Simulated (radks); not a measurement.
The numbers below are computed, except where a source is named.
Problem. Successive ionisation energies (eV) of one element, from differences of total energies of ions in their ground configurations, starting at charge 0: 17.846, 34.955, 63.123, 87.819, 114.47, 155.57, 185.69, 951.92, 1100.6. Code: a radial shooting solver on a logarithmic mesh with Libxc functionals. Model: non-relativistic Kohn-Sham, PBE, spin-polarised, spherical densities, point nucleus; open shells are filled with parallel spins first. Which element is it?

Solution. Fluorine (Z = 9). The first species listed is F in [He] 2s2 2p5, the last F8+ in 1s1.
